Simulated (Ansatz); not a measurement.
`[AlH2][NH][SiH2][GeH3]` + `[SiH3][SiH2][SiH3]` → `[SiH3][SiH2][SiH2][SiH2][GeH3]` + `[NH2][AlH2]`  (formal exchange of groups at the Si–N bond)

Computed with Ansatz on PBE0-D4/def2-TZVP structures; ΔE is electronic, products minus reactants. CCSD(T)/CBS adds triple-zeta CCSD(T) − MP2 to the extrapolated MP2 energy (def2 sets, frozen cores). This one scheme is used for every species. Functionals use def2-TZVPP. For Ge outer-core shells are correlated without core-valence functions, which leaves a few kJ/mol of doubt a bond. Scalar relativity is left out up to krypton. One conformer a species, not always the lowest.

`[AlH2][NH][SiH2][GeH3]`:

```xyz
12

Al    2.087    0.013   -1.636
N     0.591    0.629   -0.885
Si   -0.827   -0.238   -0.407
Ge   -1.226   -0.071    1.938
H     3.235    1.060   -1.937
H     2.173   -1.533   -1.950
H     0.563    1.622   -0.688
H    -0.613   -1.664   -0.773
H    -2.047    0.247   -1.116
H    -1.339    1.407    2.362
H    -0.068   -0.694    2.740
H    -2.530   -0.777    2.352
```

`[SiH3][SiH2][SiH3]`:

Z-matrix (Å, degrees):
```
Si
Si 1 2.338
H 1 1.488 2 109.8
H 1 1.488 2 111.3 3 120.4
H 1 1.488 2 109.8 3 -119.2
Si 2 2.338 1 110.3 3 59.6
H 2 1.490 1 109.6 3 -179.6
H 2 1.490 1 109.6 3 -61.1
H 6 1.488 2 109.8 1 -59.5
H 6 1.488 2 109.8 1 59.7
H 6 1.488 2 111.3 1 -179.9
```

`[SiH3][SiH2][SiH2][SiH2][GeH3]`:

Cartesian coordinates in Å:
```
Si 1.316 -0.714 2.180
Si 1.515 1.064 0.675
Si -0.615 1.792 0.041
Si -1.859 -0.067 -0.637
Ge -0.613 -1.333 -2.222
H 2.649 -1.196 2.631
H 0.534 -0.284 3.371
H 0.597 -1.841 1.526
H 2.244 0.597 -0.539
H 2.296 2.173 1.290
H -1.277 2.468 1.192
H -0.518 2.764 -1.084
H -3.160 0.345 -1.235
H -2.141 -0.924 0.548
H -0.232 -0.454 -3.426
H -1.419 -2.538 -2.734
H 0.683 -1.853 -1.579
```

`[NH2][AlH2]`:

Z-matrix (Å, degrees):
```
N
Al 1 1.766
H 1 1.007 2 124.9
H 1 1.007 2 124.9 3 180.0
H 2 1.583 1 117.9 3 -180.0
H 2 1.583 1 117.9 3 0.0
```

CCSD(T)/CBS gives +0.32 eV.

**Question.** Another level gave +0.45 eV. Which?
A. revPBE/def2-TZVPP
B. BLYP-D4/def2-TZVPP
C. CAM-B3LYP/def2-TZVPP
D. LDA (SPW92)/def2-TZVPP

**Answer.** C. CAM-B3LYP 0.45, LDA (SPW92) 0.18, BLYP-D4 0.29, revPBE 0.23 eV.

Largest T1 diagnostic among the species: 0.013.

From BLYP to BHLYP (50 % exact exchange), in def2-TZVPP and without D4, ΔE moves by +0.08 eV. Leaving LDA and LC-ωPBE aside and taking each functional with its dispersion term where it has one, the values, not all of them listed here, spread over 0.27 eV, from PBE-D4 to B2PLYP. In def2-TZVPP, CCSD(T) changes the Hartree–Fock value by −0.27 eV (the triples alone add −0.04 eV) and MP2 by −0.23 eV.
